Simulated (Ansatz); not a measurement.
Compare A (`CS[Si]O`) with its isomer B (`O=C([SiH3])S`).

Gas-phase electronic energies from Ansatz, PBE0-D4/def2-TZVP geometries. CBS: MP2 limit from def2 TZ/QZ plus the TZ coupled-cluster correction, frozen cores. This one scheme is used for every species. DFT in def2-TZVPP. B3LYP here is the variant with VWN-RPA as its local correlation; programs differ in this. Each species was taken in one conformer, which may not be the lowest.

Q: Which is lower in electronic energy at CCSD(T)/CBS, and by how much? (An estimate is asked.)

A: Ansatz gave: A, by 43.7 kcal/mol.

Q: Give E(B) − E(A) in kcal/mol with PBE0-D4, CCSD/def2-TZVPP, ωB97M-V, r2SCAN-D4, B2PLYP, B3LYP-D4, HF/def2-TZVPP. (An estimate is asked.)

A: The calculation gave: PBE0-D4 41.9, CCSD/def2-TZVPP 42.8, ωB97M-V 44.6, r2SCAN-D4 38.4, B2PLYP 40.7, B3LYP-D4 40.1, HF/def2-TZVPP 40.1. None reverses the order clearly.

Largest T1 diagnostic: 0.017.

In def2-TZVPP, CCSD(T) changes the Hartree–Fock value by +1.6 kcal/mol (the triples alone add −1.1 kcal/mol) and MP2 by +3.0 kcal/mol. From PBE to PBE0 (25 % exact exchange), in def2-TZVPP and without D4, E(B) − E(A) moves by +3.1 kcal/mol.
